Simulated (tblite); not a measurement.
Run record: tight-binding relaxation, `C#[C][AlH-]1[O+](C)[AlH2-][O+]1C`.

Computed with GFN2-xTB geometry optimisation, gas phase (tblite 0.8.0). Start geometry: from a force field or distance geometry. The command runs a driver script over a list of jobs; the input below is this job's line of settings and its coordinates in Å.

Command:
```bash
OMP_NUM_THREADS=1 python probes_run.py task.json out
```

Input:
```
{"job": {"kind": "relax", "xc": "GFN2-xTB", "basis": "xTB"}, "charge": 0, "multiplicity": 1}
C     -1.421100     2.508000    -2.703300
C     -0.923400     1.890200    -1.817800
Al    -0.087400     0.872700    -0.365700
O      0.954500    -0.483600    -1.057000
C      2.183700    -0.552600    -0.345800
Al    -0.297300    -1.602100    -0.242900
O     -1.339900    -0.229100     0.440700
C     -1.197400    -0.164100     1.854300
H     -1.873600     3.056500    -3.486800
H      0.682500     1.798700     0.679900
H      2.100300    -0.488200     0.758100
H      2.700800    -1.503100    -0.605400
H      2.838200     0.276200    -0.689800
H      0.362600    -2.496600     0.912800
H     -1.101300    -2.431200    -1.332100
H     -1.649500     0.782200     2.232100
H     -0.152000    -0.228700     2.230200
H     -1.788300    -0.999000     2.313600
```

Output:
```
step      E/eV     max force
  0    -652.61967    2.891
  1    -652.77549    5.562
  2    -653.05794    0.984
  3    -653.13400    1.074
  4    -653.21441    0.534
  5    -653.26089    0.585
  6    -653.29750    0.487
  7    -653.32279    0.449
  8    -653.35340    0.400
  9    -653.37673    0.310
... (96 lines left out)
106    -654.31534    0.033
107    -654.31556    0.036
108    -654.31574    0.046
109    -654.31591    0.051
110    -654.31607    0.049
111    -654.31618    0.037
112    -654.31624    0.016
113    -654.31626    0.012
114    -654.31628    0.011
115    -654.31630    0.009
```

«max force» is the largest atomic force in eV/Å.

Problem. From which step on does the largest force stay under 0.1 eV/Å, and how much energy is left to gain from there?

Solution. From step 89 (0.060 eV/Å), 4.8 meV above the end.

Main results: energy lowered by 39.1 kcal/mol over 115 steps; largest atomic force 0.009 eV/Å at the end.

The run took 0.92 s on an Arm Neoverse V2 with one thread, shared host with 96 logical CPUs at a one-minute load of 81.
Labels such as C1 count atoms from 1, the log's own numbers from 0.
